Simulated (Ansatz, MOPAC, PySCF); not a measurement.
System: SnCl$_{2}$, net charge 0, singlet state. SMILES: [Cl][Sn][Cl]
Geometry: optimised at B3LYP-D3(BJ)/def2-TZVP (Ansatz, a program for electronic structure).

Quantity: size of the dipole moment, in D. Conventions: LANL2DZ with its own core potentials from Na on; no dispersion term unless named; no spin-orbit coupling; def2 sets with scalar-relativistic core potentials past Kr; 6-31G* and kin with 6d, 5d where marked; STO-3G and 3-21G all-electron and non-relativistic; PM7 with its own dispersion and hydrogen-bond terms. First-principles rows: single points at B3LYP-D3(BJ) geometries (Ansatz). Semi-empirical rows: dipoles at the shared geometry.

| level | program | size of the dipole moment (D) |
|---|---|---|
| PM3 | MOPAC | 5.09 |
| PM7 | MOPAC | 3.00 |
| MNDO | MOPAC | 4.76 |
| SVWN5/6-31G* with LANL2DZ past Ar | Ansatz | 3.51 |
| PBE/STO-3G | Ansatz | 2.93 |
| PBE/3-21G | Ansatz | 3.66 |
| PBE/LANL2DZ | Ansatz | 3.70 |
| PBE/def2-SVP | Ansatz | 2.94 |
| PBE/6-31G* with LANL2DZ past Ar | Ansatz | 3.45 |
| BLYP/6-31G* with LANL2DZ past Ar | Ansatz | 3.44 |
| B3LYP/LANL2DZ | Ansatz | 4.11 |
| B3LYP/6-31G* with LANL2DZ past Ar | Ansatz | 3.79 |
| M06-2X/6-31G* with LANL2DZ past Ar (5d) | PySCF | 4.16 |

No value to compare with is used here. The 13 habitual levels span 2.93 (PBE/STO-3G) to 5.09 D (PM3).

The levels are drawn from those run, B3LYP/6-31G* more often than the rest, none by its result; runs whose electronic state is in doubt are left out.
